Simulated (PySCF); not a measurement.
System: C$_{4}$H$_{6}$B, charge -1, multiplicity 1. It need not be the lowest isomer of its formula. Whether it binds its extra electron was not tested at this geometry. 
Coordinates optimised at B3LYP-D3(BJ)/def2-TZVP (Ansatz):
```xyz
11

C      0.5951     2.3299     0.6406
C      0.2956     1.1574     0.3183
B     -0.0576    -0.2257    -0.0621
C      1.0507    -1.3491    -0.3314
C     -1.5755    -0.7053    -0.2335
H      1.0246    -2.0915     0.4789
H      2.0640    -0.9471    -0.3787
H      0.8514    -1.9113    -1.2536
H     -2.2986     0.0284     0.1261
H     -1.7850    -0.8854    -1.2974
H     -1.7642    -1.6624     0.2709
```
Charge -1, spin multiplicity 1.

Dispersion corrections to the total energy (kcal/mol) from the dftd3 and dftd4 libraries through PySCF: D3(BJ) without and D4 with the three-body term, each with the damping fitted for the functional named.

```
functional  D3(BJ)     D4
----------  ------  -----
TPSS         -6.10  -7.19
r2SCAN         ___  -1.40
BHLYP          ___  -6.05
PW6B95       -2.41  -4.57
LC-wPBE      -4.55  -5.87
B2GP-PLYP    -2.89    ___
B2PLYP       -3.82  -3.74
```

Q: Fill in the missing entries.

A: 
- r2SCAN, D3(BJ): -1.41
- BHLYP, D3(BJ): -6.41
- B2GP-PLYP, D4: -2.26
